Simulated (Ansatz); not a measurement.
Reaction (SMILES): C=[SiH2] (CH2-SiH2) → C=[SiH-] + H+
B3LYP-D3(BJ)/def2-TZVP geometries, fixed; electronic energies without zero-point terms.
Largest species:
```
Si
C 1 1.7009
H 2 1.0823 1 122.25
H 2 1.0823 3 115.51 1 180.00
H 1 1.4730 2 122.63 3 0.00
H 1 1.4730 5 114.74 2 -180.00
```

Effect of a fitting basis named in the input at PBE/def2-TZVPP with Ansatz (a program for electronic structure), against the last row, where the deprotonation energy is 363.39 kcal/mol. The proton leaves the site shown, which need not be the most acidic. The default fits or decomposes integrals by the program's own choice; accuracy: high also tightens integrals, grids and stops.

| setting | largest shift of a total energy (mEh) | shift of the deprotonation energy (kcal/mol) |
|---|---|---|
| fitting: def2-SV(P)-JKFIT | -0.061 | 0.005 |
| fitting: def2-universal-JKFIT | -0.061 | 0.005 |
| fitting: cc-pVTZ-JKFIT | -0.027 | 0.000 |
| fitting: cc-pVQZ-JKFIT | -0.011 | 0.001 |
| fitting: cc-pV5Z-JKFIT | -0.010 | 0.001 |
| fitting: def2-universal-JFIT | -0.166 | 0.006 |
| accuracy: high | 0.001 | 0.000 |
| accuracy: medium (default) | 0.000 | 0.000 |

Within 0.02 kcal/mol in the deprotonation energy: fitting: def2-SV(P)-JKFIT; fitting: def2-universal-JKFIT; fitting: cc-pVTZ-JKFIT; fitting: cc-pVQZ-JKFIT; fitting: cc-pV5Z-JKFIT; fitting: def2-universal-JFIT; accuracy: high. The largest shift is 0.166 mEh in a total energy and 0.006 kcal/mol in the difference.
